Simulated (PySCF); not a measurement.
Compound: C5H7ClO2.
Cartesian coordinates in Å at the GFN2-xTB level; atoms count from 1:
```xyz
15
C5H7ClO2 angstrom
C     -1.835   -1.066   -0.987
C     -1.000   -0.181   -0.450
C     -1.395    1.217   -0.109
Cl    -1.621    1.340    1.668
C      0.390   -0.618   -0.123
O      0.797   -1.741   -0.282
O      1.126    0.383    0.366
C      2.463    0.085    0.741
H     -1.499   -2.070   -1.187
H     -2.853   -0.819   -1.234
H     -2.346    1.486   -0.566
H     -0.620    1.937   -0.369
H      2.695    0.702    1.607
H      3.136    0.328   -0.083
H      2.557   -0.975    0.985
```

Method used: PBE0/def2-SVPD in PySCF (dipole) on a GFN2-xTB geometry, gas phase.

Masses are those of the commonest isotopes; rigid-rotor values at the optimised geometry. The values belong to one conformer with, in the numbering `[CH2:1]=[C:2]([CH2:3][Cl:4])[C:5](=[O:6])[O:7][CH3:8]`, C1–C2–C3–Cl4 104°, C1–C2–C5–O6 -2°, C2–C5–O7–C8 179°.

Question: What are A, B and C (MHz)?

Answer: Ia = 222.97, Ib = 378.47, Ic = 542.19 u·Å²; 505379 MHz·u·Å²/I gives A = 2267, B = 1335, C = 932.1 MHz.

Question: What kind of rotor is it?

Answer: An asymmetric top; Ray's κ = -0.396.

Question: Is it planar, by Δ = Ic − Ia − Ib?

Answer: Not planar: Δ = Ic − Ia − Ib = -59.24 u·Å². For a rigid frame Δ = −2 Σ m c², so Σ m c² = 29.62 u·Å² lies off the ab plane: 6.13 from hydrogen and 23.49 from heavier atoms. The atom farthest from that plane is 1.66 Å away.

Question: Give the other two planar moments, Paa and Pbb, and the rms extents of the mass along the axes.

Answer: Paa = Σ m a² = (Ib + Ic − Ia)/2 = 348.85 and Pbb = Σ m b² = (Ia + Ic − Ib)/2 = 193.35 u·Å². With the mass M = 134.01 u, the rms extents √(P/M) along a, b and c are 1.61, 1.20, 0.47 Å.

Question: List the rotational levels J(Ka,Kc) to J = 5 (MHz).

Answer: Above 0(0,0):
J = 1: 1(0,1) 2267, 1(1,1) 3199, 1(1,0) 3602
J = 2: 2(0,2) 6697, 2(1,2) 7330, 2(1,1) 8540, 2(2,1) 11334, 2(2,0) 11439
J = 3: 3(0,3) 13119, 3(1,3) 13469, 3(1,2) 15870, 3(2,2) 18136, 3(2,1) 18622, 3(3,1) 23860, 3(3,0) 23878
J = 4: 4(0,4) 21401, 4(1,4) 21565, 4(1,3) 25477, 4(2,3) 27123, 4(2,2) 28394, 4(3,2) 33097, 4(3,1) 33217, 4(4,1) 40884, 4(4,0) 40886
J = 5: 5(0,5) 31509, 5(1,5) 31577, 5(1,4) 37186, 5(2,4) 38228, 5(2,3) 40708, 5(3,3) 44649, 5(3,2) 45088, 5(4,2) 52453, 5(4,1) 52475, 5(5,1) 62436, 5(5,0) 62436

Question: Which types of transition are allowed, and where do some lines up to J = 3 fall?

Answer: The dipole components are |μa| = 0.12 D, |μb| = 0.02 D, |μc| = 1.91 D. The squared components, which scale the intensities, stand as 0.00 : 0.00 : 1.00 (a : b : c). Some of the stronger lines:

| type | branch | J(Ka,Kc) | MHz | lower level (cm⁻¹) |
| --- | --- | --- | --- | --- |
| c | Q | 3(1,3) ← 3(0,3) | 350 | 0.438 |
| c | Q | 2(1,2) ← 2(0,2) | 633 | 0.223 |
| c | Q | 1(1,1) ← 1(0,1) | 931 | 0.076 |
| c | Q | 3(2,2) ← 3(1,2) | 2266 | 0.529 |
| c | Q | 2(2,1) ← 2(1,1) | 2794 | 0.285 |
| c | R | 1(1,0) ← 0(0,0) | 3602 | 0.000 |
| c | Q | 3(3,1) ← 3(2,1) | 5237 | 0.621 |
| c | R | 2(1,1) ← 1(0,1) | 6273 | 0.076 |
| c | R | 2(2,0) ← 1(1,0) | 7837 | 0.120 |
| c | R | 2(2,1) ← 1(1,1) | 8135 | 0.107 |
| c | R | 3(1,2) ← 2(0,2) | 9173 | 0.223 |
| c | R | 3(2,1) ← 2(1,1) | 10082 | 0.285 |
| c | R | 3(2,2) ← 2(1,2) | 10806 | 0.245 |
| c | R | 3(3,0) ← 2(2,0) | 12438 | 0.382 |
| c | R | 3(3,1) ← 2(2,1) | 12526 | 0.378 |

No GFN2-xTB frequencies stand behind this structure, so it isn't proved a minimum. Zero-point vibration and centrifugal distortion are left out. A rigid rotor knows nothing of internal rotation, which can split or shift real lines. Quadrupole hyperfine structure (35Cl) is left out.

Hardware: Intel Xeon Platinum 8488C, one thread (shared host). Cost: 43 s wall, 0.91 GiB resident at most. This is the PBE0/def2-SVPD job that gave the dipole, with the excitations it also computed.
